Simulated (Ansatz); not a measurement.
`[CH3][Sn]([F])([F])[SiH3]` + `N[SiH](N)O` → `CO[SiH](N)N` + `[F][SnH]([F])[SiH3]`  (substitution at a C–Sn bond)

Computed with Ansatz on PBE0-D4/def2-TZVP structures; ΔE is electronic, products minus reactants. CCSD(T)/CBS adds triple-zeta CCSD(T) − MP2 to the extrapolated MP2 energy (def2 sets, frozen cores). Functionals use def2-TZVPP. B3LYP here is the variant with VWN-RPA as its local correlation; programs differ in this. Elements past krypton have def2 core potentials. For Sn outer-core shells are correlated without core-valence functions, which leaves a few kJ/mol of doubt a bond. One conformer a species, not always the lowest.

| level | ΔE (kJ/mol) | difference from CCSD(T)/CBS |
| --- | --- | --- |
| PBE-D4 | 95.8 | -8.9 |
| r2SCAN-D4 | 97.1 | -7.6 |
| PBE0-D4 | 95.6 | -9.1 |
| B3LYP-D4 | 90.9 | -13.8 |
| ωB97X-V | 90.5 | -14.2 |
| ωB97M-V | 95.2 | -9.5 |
| B2PLYP | 97.4 | -7.3 |
| PBE | 96.7 | -8.0 |
| r2SCAN | 97.5 | -7.2 |
| PBE0 | 96.3 | -8.4 |
| B3LYP | 92.1 | -12.6 |
| HF/def2-TZVPP | 81.4 | -23.3 |
| MP2/def2-TZVPP | 109.3 | 4.6 |
| SCS-MP2/def2-TZVPP | 100.6 | -4.1 |
| CCSD/def2-TZVPP | 97.9 | -6.8 |
| CCSD(T)/def2-TZVPP | 99.9 | -4.8 |
| HF/def2-QZVPP | 81.0 | -23.7 |
| MP2/def2-QZVPP | 111.9 | 7.2 |
| SCS-MP2/def2-QZVPP | 103.2 | -1.5 |
| HF/CBS(def2) | 80.9 | -23.8 |
| MP2/CBS(def2) | 114.1 | 9.4 |
| CCSD/CBS(def2) | 102.7 | -2.0 |
| CCSD(T)/CBS | 104.7 | 0 |

Largest T1 diagnostic among the species: 0.014.

In def2-TZVPP, CCSD(T) changes the Hartree–Fock value by +18.4 kJ/mol (the triples alone add +2.0 kJ/mol) and MP2 by +27.9 kJ/mol.
